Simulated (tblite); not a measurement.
Species: C5H8N2O.
SMILES with atom numbers: `[CH3:1][CH:2]([CH3:3])[c:4]1[n:5][cH:6][n:7][o:8]1` (hydrogens: H9, H10, H11 on C1; H12 on C2; H13, H14, H15 on C3; H16 on C6)

Computed with GFN2-xTB (tblite), gas phase: Langevin dynamics at 400 K from the optimised GFN2-xTB geometry, time step 0.5 fs, friction 0.01 fs⁻¹, 2000 steps. The instantaneous temperature is 2·E(kin)/(3Nk) with all 3N coordinates.

```
t (fs)  T (K)  E(pot) above start (eV)  C1–C2 (Å)  C2–C3 (Å)  C2–C4 (Å)  C4–N5 (Å)  N5–C6 (Å)  C1–H9 (Å)  C1–C2–C4–N5 (°)
     0    325                    0.000      1.530      1.530      1.485      1.302      1.355      1.087              -61
    25    186                    0.383      1.550      1.533      1.490      1.325      1.377      1.016              -54
    50    280                    0.407      1.518      1.551      1.504      1.344      1.375      1.138              -56
    75    261                    0.519      1.587      1.549      1.488      1.270      1.354      1.158              -50
   100    393                    0.464      1.537      1.511      1.537      1.274      1.370      1.089              -50
   125    394                    0.635      1.535      1.496      1.495      1.262      1.391      1.034              -42
   150    378                    0.642      1.574      1.533      1.521      1.301      1.428      1.073              -33
   175    374                    0.701      1.506      1.576      1.420      1.298      1.406      1.159              -31
   200    310                    0.749      1.504      1.536      1.499      1.306      1.383      1.105              -27
   225    422                    0.638      1.520      1.524      1.474      1.262      1.382      1.074              -34
   250    344                    0.909      1.572      1.505      1.517      1.281      1.381      1.101              -18
   275    457                    0.782      1.534      1.521      1.478      1.330      1.415      1.059              -22
   300    316                    1.106      1.497      1.518      1.538      1.351      1.400      1.089              -17
   325    463                    0.748      1.493      1.551      1.505      1.305      1.372      1.081              -20
   350    485                    0.791      1.549      1.619      1.480      1.269      1.349      1.068              -25
   375    527                    0.694      1.499      1.565      1.511      1.253      1.367      1.061              -28
   400    310                    0.879      1.544      1.480      1.501      1.294      1.382      1.082              -33
   425    409                    0.624      1.581      1.519      1.465      1.332      1.392      1.117              -29
   450    372                    0.567      1.518      1.578      1.457      1.315      1.377      1.104              -38
   475    373                    0.593      1.493      1.521      1.491      1.321      1.366      1.125              -29
   500    463                    0.557      1.552      1.585      1.455      1.323      1.330      1.089              -41
   525    272                    0.879      1.523      1.579      1.495      1.296      1.323      1.062              -44
   550    310                    0.652      1.430      1.505      1.511      1.280      1.333      1.096              -48
   575    336                    0.563      1.491      1.547      1.499      1.298      1.319      1.121              -54
   600    294                    0.634      1.558      1.566      1.436      1.344      1.320      1.053              -55
   625    241                    0.911      1.501      1.520      1.506      1.361      1.356      1.082              -71
   650    267                    0.696      1.495      1.528      1.481      1.308      1.369      1.134              -52
   675    379                    0.675      1.504      1.605      1.575      1.289      1.390      1.106              -59
   700    432                    0.880      1.506      1.508      1.469      1.264      1.411      1.063              -43
   725    499                    0.819      1.575      1.470      1.508      1.301      1.439      1.086              -48
   750    514                    0.820      1.579      1.520      1.460      1.322      1.406      1.112              -36
   775    464                    0.958      1.585      1.604      1.562      1.323      1.365      1.049              -35
   800    581                    0.541      1.487      1.520      1.502      1.277      1.369      1.073              -46
   825    507                    0.696      1.503      1.510      1.562      1.291      1.383      1.112              -39
   850    426                    0.806      1.547      1.600      1.438      1.301      1.377      1.084              -50
   875    456                    0.721      1.547      1.543      1.437      1.335      1.341      1.099              -45
   900    409                    0.692      1.608      1.476      1.439      1.312      1.315      1.119              -60
   925    413                    0.749      1.612      1.554      1.527      1.330      1.325      1.089              -64
   950    374                    0.678      1.539      1.555      1.514      1.307      1.331      1.049              -78
   975    408                    0.535      1.496      1.504      1.535      1.308      1.342      1.098              -81
  1000    324                    0.526      1.506      1.591      1.487      1.285      1.395      1.135              -89
```

**Question.** From 500 fs on, how do temperature and potential energy compare with equipartition?

**Answer.** The mean temperature of these 21 frames is 399 K against the target 400 K, and the mean potential energy 0.71 eV against 42 × kT/2 = 0.72 eV for 42 classical harmonic modes. For 16 atoms in a canonical ensemble the temperature itself scatters by T·√(2/(3N)) = 82 K; here its standard deviation is 90 K. The whole run lasts only 10 friction times of 100 fs, so these averages carry a wide statistical error.

**Question.** What are the kinetic and total energies of the listed frame with the highest potential energy?

**Answer.** The one at 300 fs, 1.106 eV above the start. Its kinetic energy is 3NkT/2 = 0.654 eV at 316 K, so the sum is 1.76 eV; over the listed frames the sum runs from 0.67 to 1.92 eV, since the thermostat adds and removes energy.

**Question.** How much do the listed bonds fluctuate from 500 fs on?

**Answer.** 
```csv
bond,at the start (Å),mean (Å),standard deviation (Å)
C1–C2,1.530,1.531,0.044
C2–C3,1.530,1.542,0.040
C2–C4,1.485,1.495,0.041
C4–N5,1.302,1.307,0.023
N5–C6,1.355,1.359,0.035
C1–H9,1.087,1.091,0.026
```

The motion is classical and holds no zero-point motion.

The cost below is that of the whole dynamics run. Hardware: an Arm Neoverse N1 with one thread, shared host with 64 logical CPUs at a one-minute load of 60. Cost: 18 s wall, 0.18 GiB resident at most.
